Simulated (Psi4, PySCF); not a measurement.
Input for PySCF:
```python
from pyscf import gto, scf, dft

mol = gto.Mole()
mol.atom = '''
    In    0.000000    0.000000    0.000000
    F     0.000000    0.000000    2.027818
    F    -0.000000   -0.000000   -2.027818
'''
mol.basis = 'def2-svp'
mol.ecp = {'In': 'def2-svp'}
mol.charge = 1
mol.spin = 0
mol.verbose = 4
mol.build()

mf = dft.RKS(mol)
mf.xc = 'r2scan'
mf.grids.atom_grid = (99, 590)
mf.grids.prune = None
mf.kernel()
```

Task: Write the same job for Psi4.

Result: One answer among several that fit: 
```
memory 2 GB

molecule mol {
1 1
  In    0.000000    0.000000    0.000000
  F     0.000000    0.000000    2.027818
  F    -0.000000   -0.000000   -2.027818
}

set basis def2-svp
set reference rks
set scf_type pk
set puream true
set d_convergence 1e-8
set dft_radial_points 99
set dft_spherical_points 590

energy('r2scan')
print_variables()
```

Both were run: PySCF gave -389.318371 Eh and Psi4 -389.318552 Eh, 0.181 mEh apart.
